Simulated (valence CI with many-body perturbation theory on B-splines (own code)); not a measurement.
## E1 transitions of Lu I

Level of theory: relativistic CI+MBPT: three valence electrons over a frozen Dirac-Fock core [Xe] 4f14, a basis of 9 s, 9 p, 10 d, 8 f, 5 g, 3 h, 1 i functions for each j, with the one-electron correlation potential Σ1, the two-electron term Σ2, the three-electron term Σ3, Breit, model QED; selected CI, second order for the rest (own B-spline code, finite nucleus).

Set against measurement, 45 paired levels are off by 494 cm⁻¹ on average, the worst by 1085. These come from a selection out of the NIST Handbook of Basic Atomic Spectroscopic Data. Levels without a partner in it may be off by more, other configurations by 1,000 to 4,000 cm⁻¹. 1 measured level below the end of the list, from 25861 cm⁻¹ on, found no clear computed partner, and computed levels of the same name lie up to 3802 cm⁻¹ from them.

Lines 51 to 100 of 135 in falling wavelength, among levels below 35356 cm⁻¹, chosen from the strongest by gf and those to the six lowest levels. Wavelengths and rates use the calculated energies, so an error of 500 cm⁻¹ moves a line at 7827 Å by 3.9 % and its rate by three times that or more. Electric multipoles are in the length gauge, E1 and E2 with the static RPA response of the core. Weak lines are less certain than strong ones. Lines between different terms over intervals too small for the method are left out, as are lines whose strength nearly cancels and 46 of this kind that miss the measured wavelength by over 7 %. The highest levels of a list are the least certain. Branching is blank where the lifetime is uncertain.

Names give the largest LS component (configuration and term), which can be under half, so a name can repeat, a term be missing and a line seem to break the LS rules; names also repeat where a configuration has a term twice. Letters in brackets count levels of one name in rising energy.

```tsv
λ vac (Å)	λ from measured levels	Upper	Lower	A (s⁻¹)	log gf	Branch %
7902		6s.6p2 4P_3/2	5d.6s.6p 2D°_5/2 [a]	6.02e+05	-1.65	2.2
7827	8190	5d.6s.6p 2D°_5/2 [b]	5d2.6s 4F_7/2	9.19e+04	-2.30	0.0
7758		6s.6p2 4P_3/2	5d.6s.6p 4D°_3/2	4.59e+06	-0.78	17.0
7565	7508	5d2.6s 2S_1/2	5d.6s.6p 4F°_3/2	6.39e+04	-2.96	0.2
7555	7892	5d.6s.6p 2P°_3/2 [a]	5d2.6s 4F_3/2	1.37e+04	-3.33	0.0
7512		6s.6p2 4P_3/2	5d.6s.6p 4D°_1/2	5.24e+05	-1.75	1.9
7450		6s.6p2 4P_5/2	5d.6s.6p 4D°_5/2	7.46e+05	-1.43	2.3
7392		6s.6p2 4P_5/2	5d.6s.6p 2D°_3/2 [a]	2.12e+05	-1.98	0.7
7260	7572	5d.6s.6p 2P°_1/2 [a]	5d2.6s 4F_3/2	1.61e+05	-2.59	0.1
7100	7350	5d.6s.6p 2D°_5/2 [b]	5d2.6s 4F_3/2	7.67e+01	-5.46	0.0
7067		6s.6p2 4P_5/2	5d.6s.6p 2D°_5/2 [a]	2.86e+06	-0.89	9.0
7052		5d2.6s 4P_5/2	6s2.6p 2P°_3/2	5.99e+05	-1.57	99.6
6707	7085	6s2.6d 2D_3/2	5d.6s.6p 4F°_3/2	3.75e+03	-3.99	0.0
6633	7000	6s2.6d 2D_5/2	5d.6s.6p 4F°_3/2	6.77e+01	-5.57	0.0
6599		6s.6p2 4P_5/2	5d.6s.6p 4F°_7/2	1.18e+06	-1.33	3.7
6585	6479	5d.6s.6p 4F°_3/2	5d.6s2 2D_5/2	6.44e+04	-2.78	3.7
6445	6853	5d.6s.6p 2P°_1/2 [b]	5d2.6s 4F_3/2	1.08e+04	-3.87	0.0
6427		6s.6p2 4P_3/2	5d.6s.6p 4F°_5/2	3.56e+05	-2.05	1.3
6337		6s.6p2 4P_1/2	5d.6s.6p 4F°_3/2	1.73e+05	-2.68	0.6
6299	5868	5d2.6s 2D_3/2	6s2.6p 2P°_3/2	1.29e+05	-2.51	2.7
6155	6057	5d.6s.6p 4F°_5/2	5d.6s2 2D_5/2	1.00e+06	-1.47	46.4
6126	5768	5d2.6s 4P_1/2	6s2.6p 2P°_1/2	2.60e+04	-3.53	
6068	6416	5d.6s.6p 2P°_3/2 [b]	5d2.6s 4F_3/2	1.74e+03	-4.41	0.0
6017		6s.6p2 4P_3/2	5d.6s.6p 4F°_3/2	3.02e+05	-2.18	1.1
5972	6006	6s2.7s 2S_1/2	6s2.6p 2P°_3/2	4.75e+07	-0.29	63.5
5869		5d2.6s 2D_5/2	6s2.6p 2P°_3/2	1.28e+06	-1.40	96.3
5864		6s.6p2 4P_5/2	5d.6s.6p 4F°_5/2	9.64e+05	-1.53	3.0
5852	5738	5d.6s.6p 4F°_3/2	5d.6s2 2D_3/2	1.68e+06	-1.46	96.3
5803	5455	5d2.6s 4P_3/2	6s2.6p 2P°_1/2	1.24e+05	-2.60	85.0
5619		6s2.8s 2S_1/2	5d.6s.6p 4F°_3/2	3.00e+03	-4.55	0.0
5520		6s.6p2 4P_5/2	5d.6s.6p 4F°_3/2	3.39e+04	-3.03	0.1
5511	5423	5d.6s.6p 4F°_7/2	5d.6s2 2D_5/2	3.26e+05	-1.93	98.8
5509	5404	5d.6s.6p 4F°_5/2	5d.6s2 2D_3/2	1.16e+06	-1.50	53.6
5287	5208	5d.6s.6p 4D°_3/2	5d.6s2 2D_5/2	2.20e+05	-2.43	53.8
5222	5137	5d.6s.6p 2D°_5/2 [a]	5d.6s2 2D_5/2	9.10e+06	-0.65	75.3
5198	4906	5d2.6s 2D_3/2	6s2.6p 2P°_1/2	4.65e+06	-1.12	96.7
5058	4968	5d.6s.6p 2D°_3/2 [a]	5d.6s2 2D_5/2	3.48e+04	-3.27	0.2
5031	4944	5d.6s.6p 4D°_5/2	5d.6s2 2D_5/2	6.53e+05	-1.83	74.7
4995	4691	5d2.6s 2P_1/2	6s2.6p 2P°_3/2	1.18e+06	-2.05	7.1
4973	5003	6s2.7s 2S_1/2	6s2.6p 2P°_1/2	2.73e+07	-0.69	36.5
4903	4816	5d.6s.6p 4D°_1/2	5d.6s2 2D_3/2	7.73e+05	-2.25	85.0
4803	4718	5d.6s.6p 4D°_3/2	5d.6s2 2D_3/2	6.53e+04	-3.04	16.0
4768	4452	5d2.6s 2P_3/2	6s2.6p 2P°_3/2	3.33e+06	-1.34	79.7
4750	4659	5d.6s.6p 2D°_5/2 [a]	5d.6s2 2D_3/2	2.98e+06	-1.22	24.6
4726	4645	5d.6s.6p 4D°_7/2	5d.6s2 2D_5/2	1.12e+05	-2.52	32.1
4613	4520	5d.6s.6p 2D°_3/2 [a]	5d.6s2 2D_3/2	2.07e+07	-0.58	99.7
4591	4500	5d.6s.6p 4D°_5/2	5d.6s2 2D_3/2	6.30e+04	-2.92	7.2
4533	4481	5d.6s.6p 4P°_3/2	5d.6s2 2D_5/2	7.28e+04	-3.05	14.7
4459	4297	5d2.6s 2S_1/2	6s2.6p 2P°_3/2	2.34e+07	-0.86	55.7
4375	4311	5d.6s.6p 4P°_5/2	5d.6s2 2D_5/2	6.46e+05	-1.95	22.9
```

(1) How does gf follow from A for the line at 5972 Å?

Answers

(1) gf = 1.4992 × (2J+1)_upper × A / σ², with σ = 16746 cm⁻¹ and 2J+1 = 2: gf = 0.508.
